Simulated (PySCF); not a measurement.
Delta-SCF ions had no search for a lower state. Excitations are Tamm–Dancoff values on a coarser integration grid. The basis has no diffuse functions, so Rydberg states are missing or too high.

H₂AlCl, SMILES `[Cl][AlH2]` (charge 0, multiplicity 1)

Computed with ωB97X-D3(BJ)/def2-TZVP // PBE0-D3(BJ)/def2-TZVP (PySCF).

| Quantity | Result |
|---|---|
| HOMO | -11.07 eV |
| dipole moment | 1.27 D |
| LUMO | 0.24 eV |
| HOMO–LUMO gap | 11.31 eV |
| S1 excitation (TDA) | 5.77 eV |
| S1 oscillator strength | 0.000 |
| T1 excitation (TDA) | 5.40 eV |
| S1–T1 gap (TDA) | 0.36 eV |
| vertical ionisation energy (Delta-SCF) | 11.35 eV |
| total energy | -703.9371 Ha |
| cost | around 25 core-seconds (rough) |

Bonds (Å): Al1–Cl2 2.097, Al1–H3 1.575, Al1–H4 1.575. Bond angles (°): Cl2–Al1–H3 117.5, Cl2–Al1–H4 117.5, H3–Al1–H4 125.0.
Charge 0, spin multiplicity 1.
